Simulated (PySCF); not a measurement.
## Polarisability and C₆ of He⁺ (helium, charge +1)

1s1, 2S determinant. Computed with PySCF 2.14 in aug-cc-pVQZ, with the non-relativistic Hamiltonian (point nucleus). Coupled (time-dependent) response in atomic units; α is the mean over directions.

```csv
method,mean α (bohr³),C₆ (like pair),S(−4)
UHF,0.2805,0.1014,0.1029
```

S(−4) is the Cauchy moment in α(ω) = α(0) + S(−4) ω² + …

α(iu) at UHF:

```tsv
u (hartree)	α(iu) (bohr³)
0	0.2805
0.0500	0.2803
0.100	0.2795
0.200	0.2765
0.300	0.2716
0.500	0.2571
0.750	0.2333
1.00	0.2069
1.50	0.1577
2.00	0.1193
3.00	0.07162
5.00	0.03225
```

A single London oscillator, α(iu) = α/(1 + u²/ω²), gives C₆ = (3/4) ω α². Matching the computed C₆ needs ω = 4 × 0.1014 / (3 × 0.2805²) = 1.72 hartree.

For a non-relativistic one-electron ion the exact value is 9/(2Z⁴) = 0.2812 bohr³; Hartree-Fock is exact here up to the basis.

For an ion, C₆ is the dispersion term alone; charge-induced terms of lower order in 1/R come first.
